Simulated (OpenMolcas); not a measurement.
P3+: RASPT2 settings compared

* Program: OpenMolcas
* Basis: ANO-RCC-VQZP [6s5p3d2f1g]
* Scalar Hamiltonian: X2C, point nucleus
* Active space: 2 electrons in 9 orbitals (RAS2 3s 3p; RAS3 3d, at most 2 electrons)
* State averaging: 2S+1 = 1 even, 1 root; 2S+1 = 3 even, 3 roots kept (CI in the orbitals of an earlier block, 0 in the spin-orbit step); 2S+1 = 1 odd, 3 roots; 2S+1 = 3 odd, 3 roots kept (CI in the orbitals of an earlier block)
* Spin-orbit coupling: state interaction with AMFI integrals over the reference wave functions, term energies averaged over their components

Methods on the same reference wave functions:
A. RASSCF
B. SS-RASPT2, IPEA 0.1 Eh, sigma1 regulariser 0.05 Eh (closed shells correlated: 2s 2p)
C. SS-RASPT2, IPEA 0.5 Eh, imaginary shift 0.05 Eh (closed shells correlated: none)
D. XMS-RASPT2, IPEA 0.2 Eh, imaginary shift 0.05 Eh (closed shells correlated: none)

Energies in eV above 3s² ¹S₀, the measured ground level; measured values from Martin, Zalubas and Musgrove, J. Phys. Chem. Ref. Data 14, 751 (1985).

```csv
Level,A,B,C,D,Measured
3s² ¹S₀,0.0000,0.0000,0.0000,0.0000,0.0000
3s 3p ³P°₀,8.3660,8.371,8.304,8.290,8.4208
3s 3p ³P°₁,8.3882,8.393,8.326,8.312,8.4491
3s 3p ³P°₂,8.4330,8.438,8.371,8.357,8.5072
3s 3p ¹P°₁,13.3132,13.139,13.165,13.151,
```

Deviations, from unrounded energies. A percentage is the sum of absolute deviations over the sum of measured energies, with the sign that they share, or ± where signs differ.

```csv
Against measurement,Levels,A,B,C,D
mean absolute deviation (cm-1),3,510,470,1000,1100
other configurations (%),3,-0.7,-0.7,-1.5,-1.7
```

B lies closest to measurement on these levels and D furthest from it. The largest miss of B in the table is 3s 3p ³P°₂, by -560 cm-1. The ranking rests on the paired levels alone, and a cruder setting can come out closer through cancelling errors.

Among B to D the level of the table that moves most is 3s 3p ³P°₀, by 650 cm-1 (lowest in D, highest in B).

The lowest spin-free term lies below A's lowest term by 0.042 hartree in B, 0.001 hartree in C, 0.001 hartree in D.

Terms from blocks run as CI alone lack orbitals of their own. Active for correlation alone: 3d; no level in the range computed is led by a configuration that fills it, so any true level of that kind is missing. Measured partners are found by configuration, term and J. A level has none where our copy of the source lacks it or the pairing is in doubt (some pairs that miss far off the trend of their configuration count as doubtful), and it then counts in no deviation. Levels of configurations outside the active space are missing.

° marks odd parity.
